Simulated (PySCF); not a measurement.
C6H11S (doublet state).
Atom-mapped SMILES: `[CH2:1][S:2][CH2:3][CH2:4][C:5](=[CH2:6])[CH3:7]` (hydrogens: H8, H9 on C1; H10, H11 on C3; H12, H13 on C4; H14, H15 on C6; H16, H17, H18 on C7)

Structure used (GFN2-xTB), in Å, numbered top down from 1:
```xyz
18
C6H11S angstrom
C      3.1634    0.5618    0.0268
S      2.6545   -1.0170    0.4030
C      0.8905   -0.7155    0.7746
C      0.1105   -0.3663   -0.4895
C     -1.3435   -0.1217   -0.1889
C     -2.2866   -0.9581   -0.5922
C     -1.6520    1.1184    0.5948
H      4.1647    0.6526   -0.3426
H      2.7225    1.3842    0.5581
H      0.8504    0.0900    1.5069
H      0.5166   -1.6348    1.2231
H      0.2087   -1.1865   -1.2027
H      0.5550    0.5278   -0.9361
H     -2.0580   -1.8486   -1.1529
H     -3.3284   -0.7848   -0.3811
H     -1.1583    1.9811    0.1498
H     -2.7224    1.3028    0.6227
H     -1.2965    1.0212    1.6204
```

The hyperfine couplings belong to this conformer and change with its torsions.

Computed, not measured: PySCF 2.14.0, UKS B3LYP, pcH-1 on C H S, non-relativistic, mean-field spin-orbit, GIAO. The structure is a single GFN2-xTB conformer in the gas phase; no vibrational or solvent corrections. A GFN2-xTB geometry isn't a minimum of the functional, and hyperfine couplings can be far from their values at a DFT geometry. No stability test was run, so a lower SCF solution isn't excluded.

**Question.** What is the g tensor, term by term?

**Answer.** 
| Δg (ppt) | 1 | 2 | 3 |
| --- | --- | --- | --- |
| relativistic mass correction | -0.17 | -0.17 | -0.17 |
| gauge correction | 0.01 | 0.08 | 0.05 |
| orbital Zeeman/spin–orbit | -0.14 | 2.48 | 6.73 |
| total | -0.29 | 2.39 | 6.61 |

So g = 2.00203, 2.00471, 2.00893 and g_iso = 2.00522; the tensor is rhombic: the two nearest values differ by 39 % of g3 − g1. Axes: g2 points within 13° of the C1–S2 bond and g3 points within 6° of the S2–C3 bond.

**Question.** What effective moment and Curie constant follow for a powder?

**Answer.** With the mean of g² = 4.0209 and S(S+1) = 0.75: μ_eff = √(⟨g²⟩S(S+1)) = 1.737 μB and χT = 0.12505·⟨g²⟩·S(S+1) = 0.377 cm³ K/mol (cgs; spin-Hamiltonian part alone).

**Question.** What are the electron Larmor frequencies g μB B/h along the three axes at 3350 mT?

**Answer.** 93.8699, 93.9957, 94.1933 GHz for g1, g2 and g3, a range of 323.4 MHz.

**Question.** In a frozen sample, at which fields do the three g values resonate at 9.5, 34, 94 and 263 GHz (hyperfine left aside), and which band first spreads them over more than twice a line width of 0.5 mT?

**Answer.** 
| band | GHz | B(g3) mT | B(g2) mT | B(g1) mT | spread mT |
| --- | --- | --- | --- | --- | --- |
| X | 9.5 | 337.87 | 338.58 | 339.03 | 1.16 |
| Q | 34.0 | 1209.22 | 1211.76 | 1213.38 | 4.17 |
| W | 94.0 | 3343.12 | 3350.15 | 3354.64 | 11.52 |
| J | 263.0 | 9353.63 | 9373.30 | 9385.86 | 32.22 |

The spread grows in proportion to the frequency. X band is the first where it exceeds 1.0 mT.

The Mulliken spin populations are largest on C1 (+0.83) and S2 (+0.21). The angles at C1 add up to 353.7°, so it is slightly pyramidal.

The HOMO–LUMO gaps are 4.95 eV among the α and 5.36 eV among the β orbitals.

Time: 75 s wall (grids of density and orbitals included); peak memory 0.98 GiB. Hardware: one thread of an Arm Neoverse V2, on a shared host.
